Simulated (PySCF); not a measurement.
**Working with the constants of BiBr**

PBE0 constants of BiBr, ³Σ⁻ (triplet), unpaired electrons π ↑↑ (basis Bi cc-pVTZ-PP with ECP60, Br cc-pVTZ-PP with ECP10; scalar-relativistic core potentials; PySCF 2.14; masses 208.9804 and 78.9183 u):

| Item | Value |
| --- | --- |
| ωe | 229.0 cm⁻¹ |
| ωexe | 0.482 cm⁻¹ |
| Be | 0.044129 cm⁻¹ |
| αe | 0.000124 cm⁻¹ |
| D (centrifugal) | 6.55e-09 cm⁻¹ |
| De to Bi + Br | 2.71 eV |

Task: Give the vibrational terms G(v) and spacings up to v = 6.

Result: G(v) = ωe(v+½) − ωexe(v+½)².

| v | G(v) (cm⁻¹) | G(v) − G(v−1) | Bv (cm⁻¹) |
| --- | --- | --- | --- |
| 0 | 114.4 |  | 0.04407 |
| 1 | 342.4 | 228.0 | 0.04394 |
| 2 | 569.5 | 227.1 | 0.04382 |
| 3 | 795.6 | 226.1 | 0.04370 |
| 4 | 1020.7 | 225.1 | 0.04357 |
| 5 | 1244.9 | 224.2 | 0.04345 |
| 6 | 1468.1 | 223.2 | 0.04332 |

Task: How well does the Morse estimate ωe²/(4ωexe) reproduce De, and what is D0?

Result: It gives 3.37 eV, 124 % of the computed De. D0 = De − G(0) = 2.71 − 0.01 = 2.70 eV.

These are scalar-relativistic numbers at best; spin–orbit coupling would shift them, the dissociation energy most. The state was picked by a PBE0 search and need not be the measured ground state.
